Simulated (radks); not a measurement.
Values are calculated unless marked as measured or tabulated.
Excited configurations of Eu I: one electron is placed in a higher orbital outside [Xe] 4f7 6s1. The ground configuration is [Xe] 4f7 6s2. Code: a radial shooting solver on a logarithmic mesh with Libxc functionals. Model: Dirac Kohn-Sham, PBEsol, spin-unpolarised, spherical densities, finite nucleus; open shells are shared between the two j in proportion to 2j + 1; Fermi nuclear charge, rms radius 5.1115 fm. Excitation = E - E(ground); binding = E(ion) - E, where the ion is the core of charge +1; n* = 1/sqrt(2 binding) in atomic units, and the quantum defect is n - n*. Eigenvalue and <r> are those of j = l + 1/2.

outer orbital  excitation (eV)  binding (eV)  eigenvalue (eV)  <r> (bohr)
5d                       2.162         3.875           -1.012       3.818
5f                       5.120         0.917           -0.423       17.02
6p                       2.509         3.528           -1.720       5.812
6d                       4.575         1.462           -0.708       11.62
6f                       5.398         0.639           -0.361       28.76
7s                       3.919         2.118           -1.261       10.17
7p                       4.476         1.562           -0.888       13.19
7d                       5.128         0.910           -0.516       21.55
7f                       5.571         0.467           -0.283       42.92

The Delta-SCF ionisation energy is 6.037 eV (NIST Atomic Spectra Database: 5.670 eV, measured). Self-interaction in the functional shifts the binding energies and quantum defects, so they are the method's values and not measured ones. Spin polarisation and multiplet splitting are left out, so open shells lie too high by an amount that depends on their filling. Sharing an open shell by 2j + 1 raises it above the true ground level by a part of the spin-orbit splitting, which enters the differences from NIST.

Beside tabulated values, note that spin-unpolarised runs miss the spin-polarisation part of the exchange energy of open shells.
